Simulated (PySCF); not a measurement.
Stepwise substitution at one centre (Al OH-I). Isolated molecules, 0 K electronic values unless said otherwise. One relaxed conformer stands for each flexible species; it need not be the lowest. Strings in code marks are SMILES.

Computed with PBE-D3(BJ)/def2-TZVP // B3LYP-D3(BJ)/def2-TZVP (PySCF). All candidates: neutral, multiplicity 1. Delta-SCF ions had no search for a lower state. Excitations are Tamm–Dancoff values on a coarser integration grid. The basis has no diffuse functions, so Rydberg states are missing or too high.

vertical ionisation energy (Delta-SCF): 9.84 eV
T1 excitation (TDA): 4.81 eV
HOMO: -6.74 eV

Task: Name which member has these values.
(A) `[I][Al]([I])[I]`
(B) `[OH][Al]([I])[I]` (H–O–Al–I torsion 180°)
(C) `[OH][Al]([OH])[I]` (H–O–Al–I torsion 0°, I–Al–O–H torsion 0°)

Result: C, `[OH][Al]([OH])[I]` (H–O–Al–I torsion 0°, I–Al–O–H torsion 0°). The others give `[OH][Al]([I])[I]` (H–O–Al–I torsion 180°): 9.26 eV, 4.25 eV, -6.66 eV; `[I][Al]([I])[I]`: 8.94 eV, 3.76 eV, -6.62 eV
